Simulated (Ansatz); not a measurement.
Computed with Ansatz on PBE0-D4/def2-TZVP structures; ΔE is electronic, products minus reactants. CCSD(T)/CBS adds triple-zeta CCSD(T) − MP2 to the extrapolated MP2 energy (def2 sets, frozen cores). Functionals use def2-TZVPP. For Br, Ga outer-core shells are correlated without core-valence functions, which leaves a few kJ/mol of doubt a bond. Scalar relativity is left out up to krypton. Each species was taken in one conformer, which may not be the lowest.

`[SiH3][O][Ga]([Br])[Br]` + `C[SiH](S)Cl` → `[CH3][Ga]([Br])[Br]` + `[SiH3]O[SiH](S)Cl`  (redistribution)

`[SiH3][O][Ga]([Br])[Br]`:

Cartesian coordinates in Å:
```
Si -0.802 0.568 -1.087
O 0.545 -0.092 -0.419
Ga 1.070 -0.681 1.151
Br 3.166 -1.487 1.344
Br -0.353 -0.614 2.910
H -0.807 2.040 -0.879
H -0.785 0.274 -2.541
H -2.033 -0.006 -0.480
```

`C[SiH](S)Cl`:

```xyz
9

C    -1.032   -0.147    0.570
Si    0.772   -0.080    0.145
S     1.141   -0.435   -1.920
Cl    1.490    1.762    0.733
H    -1.444   -1.123    0.305
H    -1.584    0.624    0.027
H    -1.174    0.021    1.640
H     1.572   -1.111    0.843
H     0.259    0.488   -2.342
```

`[CH3][Ga]([Br])[Br]`:

Z-matrix (Å, degrees):
```
C
Ga 1 1.947
H 1 1.089 2 110.5
H 1 1.091 2 109.4 3 121.2
H 1 1.092 2 109.1 3 -120.6
Br 2 2.285 1 122.2 3 -174.8
Br 2 2.285 1 123.2 3 5.4
```

`[SiH3]O[SiH](S)Cl`:

Cartesian coordinates in Å:
```
Si 1.346 0.435 -1.046
O 0.099 0.834 -0.051
Si -1.000 0.257 0.985
S -2.349 -1.117 0.095
Cl 0.002 -0.651 2.528
H 2.624 0.532 -0.300
H 1.346 1.387 -2.181
H 1.168 -0.953 -1.548
H -1.800 1.376 1.508
H -1.435 -2.099 0.011
```

```
             level  ΔE (eV)
         r2SCAN-D4    -0.52
            B2PLYP    -0.52
   CCSD/def2-TZVPP    -0.50
SCS-MP2/def2-QZVPP    -0.52
```

What does CCSD(T)/CBS give? (An estimate is asked.)

The calculation gave: -0.55 eV. The listed levels differ from it by 0.03, 0.03, 0.05, 0.03 eV.

Largest T1 diagnostic among the species: 0.011.

In def2-TZVPP, CCSD(T) changes the Hartree–Fock value by +0.05 eV (the triples alone add +0.01 eV) and MP2 by +0.04 eV.
